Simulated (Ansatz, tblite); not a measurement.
Adding an electron: the cluster Tl₂I⁺. Total charge 1; singlet. Geometry: PBE0-D4/def2-SVP. Ansatz, gas phase; energy differences of separate SCF runs; the reduced species was run as a doublet alone.

```xyz
3

Tl   -0.3362    1.9121   -2.2455
Tl    0.9096   -1.7668    2.2050
I    -0.5735   -0.1453    0.0404
```

In the def2 sets I, Tl take a core potential; there is no spin–orbit coupling. The xTB rows come from tblite. The structure comes from a short search, and lower isomers may exist.

Q: Estimate orbital energies and vertical electron affinities at: GFN1-xTB; GFN2-xTB; PBE-D4/def2-TZVP; r2SCAN-D4/def2-TZVP; PBE0-D4/def2-TZVP.

A: 
```tsv
level	−HOMO (eV)	−LUMO (eV)	vertical EA (eV)	HOMO–LUMO gap (eV)
GFN1-xTB	13.43	8.76	6.87	4.67
GFN2-xTB	13.70	6.45	5.39	7.24
PBE-D4/def2-TZVP	9.99	6.46	4.54	3.53
r2SCAN-D4/def2-TZVP	10.23	6.16	4.54	4.06
PBE0-D4/def2-TZVP	10.99	5.74	4.38	5.25
```

 Raw xTB energy differences between charge states are shifted by several eV; the methods need an empirical correction for them.
